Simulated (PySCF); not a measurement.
Al(OMe)2(OEt), SMILES CC[O][Al]([O]C)[O]C (C4H11AlO3) at its GFN2-xTB optimised geometry (Å):

```
19

Al     0.3520     0.2350     0.0000
O      2.0115     0.2350     0.0000
C      3.2367     0.9093    -0.0017
H      3.0992     1.9922     0.0047
H      3.8081     0.6206     0.8850
H      3.8007     0.6304    -0.8964
O     -0.4633    -1.2104     0.0012
C     -0.4439    -2.6081     0.0014
H     -0.9541    -2.9758     0.8963
H     -0.9688    -2.9758    -0.8849
H      0.5759    -2.9971    -0.0069
O     -0.4603     1.6812     0.0000
C     -1.6938     2.3376    -0.0070
C     -2.8644     1.3684    -0.0491
H     -1.7549     2.9585     0.8963
H     -1.7228     2.9971    -0.8845
H     -2.8217     0.7142     0.8185
H     -3.8081     1.9083    -0.0533
H     -2.7916     0.7539    -0.9432
```

Method: PySCF with CAM-B3LYP/def2-SVP. Cells within 0.4 Å of a nucleus heavier than hydrogen are left out (blank, or x).

Map of the log10 of the electron density (e/bohr³), floored at −4 on the plane z = 0.0 Å:

```
|000000000000000000000000000|
|000000000000000000000000000|
|000000000000000000000000000|
|000000001110000000000000000|
|000000012332100000000000000|
|000001134554210000001000000|
|000123346775432000233210000|
|001345557886654212355431000|
|002467778xx8876423577642000|
|003578888889x97534688753100|
|002468xx8779x97555688764200|
|00135688765787767888x864200|
|00023567644569x78xx88864200|
|00012355434569x78xx76653200|
|000012333457877678865432100|
|000000112469x97555543211000|
|000000002469x97533321000000|
|000000002468886431100000000|
|000000002468x87542000000000|
|000000002468x88753000000000|
|000000002467778752000000000|
|000000001345566542000000000|
|000000000233333320000000000|
|000000000011111100000000000|
|000000000000000000000000000|
|000000000000000000000000000|
|000000000000000000000000000|
```
Scale: ten equal steps from -4.00 (start of '0') to -0.066 (end of '9'), in the order '0123456789'; x runs from -6.00 to 6.00, y from -6.00 (bottom) to 6.00 (top).
